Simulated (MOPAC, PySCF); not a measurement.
C3H2O, SMILES `C(=O)C#C`, neutral singlet in the gas phase. 

Cartesian coordinates (Å):
```xyz
6

C      1.5148     0.0934    -0.5848
C      0.3273     0.0487    -0.4064
C     -1.0973    -0.0667    -0.1968
O     -1.8303     0.8746    -0.0176
H      2.5650     0.1533    -0.7411
H     -1.4795    -1.1033    -0.2123
```
Charge 0, spin multiplicity 1.

All levels are single points at this geometry (B3LYP-D3(BJ)/def2-TZVP); Pople sets use spherical d functions. Orbital energies aren't observables, and empty levels follow the basis.

PBE-D3(BJ)/def2-TZVP in PySCF gives gap (eV) = 3.24.

Question: Estimate the gap (eV) from each of these levels: B3LYP-D3(BJ)/def2-TZVP in PySCF; HF/3-21G in PySCF; HF/6-31G* in PySCF; PM3 in MOPAC; PM6 in MOPAC.

Answer: 
```tsv
level	gap (eV)
B3LYP-D3(BJ)/def2-TZVP in PySCF	5.52
HF/3-21G in PySCF	13.94
HF/6-31G* in PySCF	13.74
PM3 in MOPAC	11.14
PM6 in MOPAC	10.14
```
